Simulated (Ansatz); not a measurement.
Basis sets compared for MnBr₂. The state is a sextet with charge 0. Geometry B3LYP-D4/def2-TZVP. Ansatz on 4 threads of Arm Neoverse V2 on a shared host; times are rough, and most runs start from earlier orbitals.

```xyz
3

Mn   -0.0008   -0.0007    0.0016
Br   -0.5770   -1.9917   -1.0798
Br    0.5777    1.9923    1.0782
```

Binding counts from free atoms (Mn sextet, Br doublet) in the same basis, without a counterpoise term.

```
                          level  functions  energy (Eh)  HOMO (eV)  LUMO (eV)  binding per atom (eV)  wall time
                PBE-D4/def2-SVP         95   -6297.6625      -6.46      -4.30                   2.61      1.4 s
               PBE-D4/def2-TZVP        141   -6298.4524      -6.73      -4.50                   2.61      1.9 s
            r2SCAN-D4/def2-TZVP        141   -6299.4218      -7.13      -3.78                   2.63      4.4 s
               PBE0-D4/def2-SVP         95   -6297.8776      -7.95      -2.98                   2.49      1.7 s
PBE0-D4/def2-TZVP (with forces)        141   -6298.6612      -8.15      -3.02                   2.50      3.8 s
```

Task: Estimate the rows for PBE-D4/def2-TZVPD, r2SCAN-D4/def2-TZVPD, PBE0-D4/def2-TZVPD.

Result: 
```json
{"level": "PBE-D4/def2-TZVPD", "functions": "162", "energy (Eh)": "-6298.4543", "HOMO (eV)": "-6.78", "LUMO (eV)": "-4.54", "binding per atom (eV)": "2.62", "wall time": "2.6 s"}
{"level": "r2SCAN-D4/def2-TZVPD", "functions": "162", "energy (Eh)": "-6299.4231", "HOMO (eV)": "-7.17", "LUMO (eV)": "-3.80", "binding per atom (eV)": "2.63", "wall time": "6 s"}
{"level": "PBE0-D4/def2-TZVPD", "functions": "162", "energy (Eh)": "-6298.6628", "HOMO (eV)": "-8.19", "LUMO (eV)": "-3.04", "binding per atom (eV)": "2.51", "wall time": "3.8 s"}
```
